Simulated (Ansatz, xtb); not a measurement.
Two structures of ClGaHSi2−

Structure a is a singlet given by its coordinates and structure b is a singlet given by its coordinates. Both are isolated ions in the gas phase, relaxed with PBE0-D3(BJ)/def2-SVPD.

a (Å):

```yaml
atoms:
  - { symbol: Cl, position_ang: [3.2000, -1.2154, -1.1083] }
  - { symbol: Ga, position_ang: [1.0415, -0.5828, -0.9847] }
  - { symbol: Si, position_ang: [-0.1908, 1.0032, 0.1448] }
  - { symbol: Si, position_ang: [-1.3052, -0.4048, -1.2904] }
  - { symbol: H, position_ang: [-0.9180, 2.0861, 0.9394] }
```

Close contacts (Å): Cl1–Ga2 2.25, Ga2–Si3 2.30, Ga2–Si4 2.37, Si3–Si4 2.30, Si3–H5 1.53.

b (Å):

| atom | x (Å) | y (Å) | z (Å) |
| --- | --- | --- | --- |
| Cl | -2.2098 | 1.6868 | 0.5055 |
| Ga | 1.6015 | -0.3459 | -0.5023 |
| Si | -0.4435 | 0.6066 | -0.2415 |
| Si | -0.1582 | -0.4679 | -2.1845 |
| H | 3.0296 | -0.6023 | 0.1434 |

Close contacts (Å): Cl1–Si3 2.20, Ga2–Si3 2.27, Ga2–Si4 2.44, Si3–Si4 2.24, Ga2–H5 1.59.

Energies in hartree; the thermal terms are from PBE0-D3(BJ)/def2-SVPD harmonic frequencies (ideal gas, rigid rotor, one conformer each, 400 K, 1 atm) and include the zero-point energy:

```
                                a            b
E, CCSD(T)/def2-SVPD  −2961.269464  −2961.258956
    E, MP2/def2-SVPD  −2961.218443  −2961.209472
  E, MP2/def2-TZVPPD  −2961.905396  −2961.898728
   zero-point energy      0.010067      0.010022
        H(400 K) − E      0.020989      0.020742
        G(400 K) − E     −0.036496     −0.036555
```

Task: Correct the CCSD(T) difference for the basis set by the MP2 change, then work out ΔE, ΔE₀, ΔH and ΔG for a → b in kcal/mol (1 Eh = 627.51 kcal/mol) and the equilibrium ratio [b]/[a].

Result: 1. Differences b − a: CCSD(T) +0.010508, MP2 in the small set +0.008971, MP2 in the large set +0.006668 Eh.
2. ΔE = +0.010508 + (+0.006668 − (+0.008971)) = +0.008205 Eh = +5.15 kcal/mol.
3. ΔE₀ = ΔE + ΔZPE = +0.008205 + (−0.000045) Eh = +5.12 kcal/mol.
4. ΔH = ΔE + (−0.000247) Eh = +4.99 kcal/mol.
5. ΔG = ΔE + (−0.000059) Eh = +5.11 kcal/mol, so ΔS = (ΔH − ΔG)/T = −1.2 J/(mol K).
6. kT = 1.2667 mEh, so K = [b]/[a] = exp(−ΔG/kT) = exp(−6.43) ≈ 0.0016.

Structure a is favoured at this temperature. An error of 1 kcal/mol in ΔG would change K by a factor of 3.5. Mirror images and further conformers aren't counted.

Other levels gave ΔE = +4.9 (PBE0-D3(BJ)/def2-SVPD); +8.0 (HF/def2-SVPD); +5.6 (MP2/def2-SVPD); +6.6 (CCSD(T)/def2-SVPD) kcal/mol. The correlated steps freeze 24 core orbitals; the filled d shell of Ga is correlated, in a basis made for valence electrons. Programs: Ansatz 0.2.0.
